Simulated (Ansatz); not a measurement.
A nudged elastic band was laid between two geometries of F3HOZr + H4Si (11 atoms, charge 0, multiplicity 1).

Theory: RKS PBE/def2-SVP in Ansatz.

```yaml
movable_images: 7
climbing_image: yes
spring: 5.0 eV/Å²
optimiser: quadratic models (default)
start_path: through a guess of the saddle point
force_threshold: 0.05 eV/Å
iteration_limit: 60
end_points: relaxed
```

First end point:

```xyz
11
Properties=species:S:1:pos:R:3
Zr -0.209 0.297 0.104
F -0.681 0.579 1.945
F 1.617 0.787 -0.237
O -1.320 1.447 -0.941
H -1.904 2.029 -1.446
F -0.571 -1.508 -0.466
Si 1.731 -2.730 1.340
H 0.638 -3.751 1.432
H 2.270 -2.649 -0.056
H 2.837 -3.055 2.301
H 1.173 -1.384 1.736
```

Last end point:

```xyz
11
Properties=species:S:1:pos:R:3
Zr 0.405 -0.081 -0.441
F 0.912 0.319 1.837
F 1.739 1.281 -0.665
O -1.412 0.375 -0.047
H -2.249 0.851 0.051
F 0.352 -0.881 -2.177
Si 1.069 -2.473 0.899
H 0.031 -3.552 1.094
H 2.391 -3.158 0.646
H 1.274 -2.002 2.377
H 1.066 -0.615 2.138
```

Problem. What changes between the two ends?

Solution. Bonds broken: Si7–H11. Bonds formed: Zr1–Si7, F2–H11. F3HOZr + H4Si becomes F3H5OSiZr.

Problem. What energy profile does the band end with?

Solution. The run converged. The highest image is number 6 of 0 to 8, 46.1 kcal/mol above the first end and 4.4 kcal/mol above the last; the last end lies 41.7 kcal/mol above the first. Beside the main top the profile has a ripple of under 15 meV (maxima at images 2, 6), which may be a very shallow well or noise. Neighbouring images differ by up to 1.6 eV, so the band resolves the path poorly. A vibrational analysis at the climbing image gives one clearly imaginary mode, 331i cm⁻¹: a first-order saddle point. The orbitals stay closed-shell, which can raise the energy where a bond breaks towards radicals; this wasn't checked here.

```csv
image,path coordinate (Å),energy (kcal/mol),Si7–H11 (Å),Zr1–Si7 (Å),F2–H11 (Å)
0,0.00,0.0,1.51,3.80,2.71
1,1.67,0.3,1.51,4.05,3.01
2,3.33,0.8,1.50,4.47,3.11
3,5.00,0.7,1.50,4.44,2.92
4,6.67,0.5,1.51,4.11,2.63
5,8.34,9.7,1.49,3.64,2.01
6,10.00,46.1,1.92,2.93,1.35
7,10.68,42.4,2.15,2.86,1.02
8,11.35,41.7,2.23,2.82,0.99
```

Problem. What is the geometry of the highest image?

Solution. 
```xyz
11
Properties=species:S:1:pos:R:3
Zr 0.420 0.077 -0.374
F 1.298 0.236 1.524
F 1.389 1.657 -0.885
O -1.444 0.411 -0.094
H -2.349 0.722 -0.233
F 0.610 -0.871 -2.038
Si 0.863 -2.516 0.910
H -0.097 -3.393 1.690
H 2.114 -3.366 0.813
H 1.423 -1.874 2.385
H 1.352 -1.020 2.012
```

Time of the run: 6.5 min on 4 threads of Intel(R) Xeon(R) CPU @ 2.60GHz (Ice Lake) (shared host), peak memory 0.2 GiB.
